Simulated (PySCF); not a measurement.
**Interval between two levels of Nb²⁺ by level of theory**

Nb²⁺ [Kr] 4d3 [4F9/2, M_J = 9/2] → Nb²⁺ [Kr] 4d2 5s1 [4F9/2, M_J = 9/2], as a difference of total energies. Calculation: PySCF 2.14, in x2c-SVPall-2c with one added diffuse shell each of s, p, d type (7s9p7d1f, 76 functions); the two-component X2C-1e Hamiltonian. Correlated levels: [Ar] 3d10 frozen; the 6 highest virtual spinors dropped. "Screened" scales the spin-orbit matrix elements by Boettger's factors to mimic the two-electron term; Breit and QED terms are absent.

```tsv
method	interval between two levels (cm⁻¹)
GHF (spin-free)	26472
GMP2 (spin-free)	25551
GHF (screened spin-orbit)	26596
GMP2 (screened spin-orbit)	25687
```

The labels give the starting determinants; with spin-orbit coupling the two ends relaxed to ⟨J²⟩ = 24.76, ⟨L²⟩ = 12.07, ⟨S²⟩ = 3.74 and ⟨J²⟩ = 24.76, ⟨L²⟩ = 12.02, ⟨S²⟩ = 3.76.
